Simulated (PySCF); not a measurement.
C₃H₈GeO₂S.
SMILES: `CO[C](=O)[GeH2][S]C`

All values: B3LYP/def2-SVPD (PySCF, non-relativistic), on one gas-phase PBE0-D3(BJ)/def2-SVP geometry that isn't relaxed in the solvent. The solvent is an IEF-PCM continuum (Bondi radii, 1.10 Å for H, scaled by 1.2), and excitations are vertical TDDFT with non-equilibrium linear response and a frozen core. The model holds no explicit solvent molecules, cavitation or dispersion. Spin–orbit coupling is left out although an atom past zinc is present.

Gas-phase singlets (H = HOMO, L = LUMO):

```json
{"state": "S1", "E (eV)": "4.440", "λ (nm)": "279", "f": "0.015", "leading configurations": "H→L 96%"}
{"state": "S2", "E (eV)": "5.258", "λ (nm)": "236", "f": "0.010", "leading configurations": "H-1→L 72%, H→L+1 15%"}
{"state": "S3", "E (eV)": "5.474", "λ (nm)": "226", "f": "0.001", "leading configurations": "H→L+1 68%, H-1→L 15%, H→L+2 12%"}
{"state": "S4", "E (eV)": "5.835", "λ (nm)": "212", "f": "0.003", "leading configurations": "H→L+2 73%, H→L+1 15%"}
{"state": "S5", "E (eV)": "6.020", "λ (nm)": "206", "f": "0.006", "leading configurations": "H→L+3 83%"}
```

What are the lowest 5 singlets in benzene (ε = 2.271)?

```json
{"state": "S1", "E (eV)": "4.471", "λ (nm)": "277", "f": "0.022", "leading configurations": "H→L 96%", "change by rank (eV)": "+0.031"}
{"state": "S2", "E (eV)": "5.285", "λ (nm)": "235", "f": "0.014", "leading configurations": "H-1→L 74%, H→L+1 14%", "change by rank (eV)": "+0.027"}
{"state": "S3", "E (eV)": "5.516", "λ (nm)": "225", "f": "0.001", "leading configurations": "H→L+1 70%, H-1→L 14%, H→L+2 11%", "change by rank (eV)": "+0.042"}
{"state": "S4", "E (eV)": "5.907", "λ (nm)": "210", "f": "0.006", "leading configurations": "H→L+2 73%, H→L+1 14%, H→L+3 9%", "change by rank (eV)": "+0.072"}
{"state": "S5", "E (eV)": "6.044", "λ (nm)": "205", "f": "0.009", "leading configurations": "H→L+3 83%, H→L+2 10%", "change by rank (eV)": "+0.024"}
```

The ground-state energy changes by -0.102 eV from gas to benzene. By how much does the total energy of gas-phase S1 change?

E(S1) = E(S0) + excitation energy, so it changes by -0.102 + 0.031 = -0.071 eV: it is lowered less than the ground state, which is what a blue shift means. This is the vertical state, with the slow part of the continuum still set for S0.

How do the frontier levels move from gas to benzene?

```csv
orbital,gas (eV),solvent (eV),change (eV)
LUMO+2,0.20,0.25,+0.05
LUMO+1,-0.12,-0.08,+0.04
LUMO,-1.09,-1.07,+0.02
HOMO,-6.55,-6.58,-0.03
HOMO-1,-7.75,-7.77,-0.02
HOMO-2,-8.50,-8.51,-0.01
HOMO-3,-8.91,-8.87,+0.04
```

The HOMO–LUMO gap goes from 5.46 to 5.51 eV.

Time: 88 s wall; peak memory 1.1 GiB. Hardware: one thread of an Arm Neoverse N1, shared host with 64 logical CPUs at a one-minute load of 67. This is the whole response run at B3LYP/def2-SVPD in benzene, SCF included.

Shape of the structure used: `[CH3:1][O:2][C:3](=[O:4])[GeH2:5][S:6][CH3:7]`: C1–O2–C3–O4 1°, O2–C3–Ge5–S6 113°, C3–Ge5–S6–C7 62°.
